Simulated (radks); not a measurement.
Results of a calculation; reference values are marked as such.
Initial-state core-level shifts of the thallium ion Tl3+ when its valence configuration changes from [Xe] 4f14 5d10. Code: a radial shooting solver on a logarithmic mesh with Libxc functionals. Model: Dirac Kohn-Sham, PBE, spin-unpolarised, spherical densities, point nucleus; open shells fill j = l - 1/2 first. Shifts are changes of the shell-averaged eigenvalues in eV (positive: less bound).

valence                 1s       3p       3d       5p
4f14 5d9 6p1        -5.525   -5.697   -5.720   -5.020
4f13 5d10 6s1      -18.123  -21.786  -21.651   -7.531
4f12 5d10 6p2      -39.436  -46.958  -46.693  -17.567
4f12 5d10 6s2      -37.111  -44.612  -44.349  -15.286
4f14 5d8 6s2        -8.832   -9.169   -9.222   -7.772
4f14 5d9 6s1        -4.334   -4.500   -4.525   -3.853
4f13 5d9 6s1 6p1   -23.942  -27.787  -27.681  -12.708
4f13 5d10 6p1      -19.317  -22.985  -22.849   -8.704
4f12 5d10 6s1 6p1  -38.286  -45.796  -45.532  -16.438
